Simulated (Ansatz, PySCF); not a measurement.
System: C3H3, net charge 0, doublet state. It need not be the lowest isomer of its formula. 
Coordinates optimised at B3LYP-D3(BJ)/def2-TZVP (Ansatz, a program for electronic structure):
```xyz
6

C      0.0286     0.7740    -0.0493
C     -0.7338    -0.4315     0.2393
C      0.6852    -0.3567    -0.0746
H      0.0445     1.8447    -0.1540
H     -1.5455    -0.8902    -0.3235
H      1.6206    -0.8695    -0.2148
```
Charge 0, spin multiplicity 2.

Total electronic energies in hartree. Correlated levels leave the core frozen unless marked. UHF or UKS for open shells. Spin-orbit coupling is left out. Non-relativistic unless marked X2C. CBS(X,Y): correlation extrapolated as X^-3; Hartree-Fock from the larger set. The bracket is a focal-point correction in the basis named.

```tsv
level	program	energy (Eh)
HF/aug-cc-pVDZ	Ansatz	-115.20764
HF/cc-pVQZ	Ansatz	-115.24228
RI-HF/cc-pVTZ	Ansatz	-115.23474
BP86-D4/def2-TZVPD	PySCF + dftd4	-115.99753
TPSS-D4/def2-TZVPD	PySCF + dftd4	-116.02688
B3LYP-D3(BJ)/def2-TZVPD	Ansatz + dftd3	-116.00492
PBE0/6-31G*	Ansatz	-115.80749
PBE0/def2-QZVPP	Ansatz	-115.85966
HSE06-D4/def2-TZVPD	Ansatz + dftd4	-115.84760
MP2/cc-pVDZ	Ansatz	-115.57135
RI-MP2/aug-cc-pVQZ	Ansatz	-115.72351
CCSD/cc-pVDZ	Ansatz	-115.59922
CCSD(T)/aug-cc-pVDZ	Ansatz	-115.63170
X2C-CCSD(T)/cc-pVTZ-DK	Ansatz	-115.77225
RI-MP2/CBS(aug-cc-pVTZ,aug-cc-pVQZ)+[CCSD(T)-MP2]/aug-cc-pVTZ	Ansatz	-115.7864
```

Totals of different functionals don't rank their quality; only differences between species are comparable.
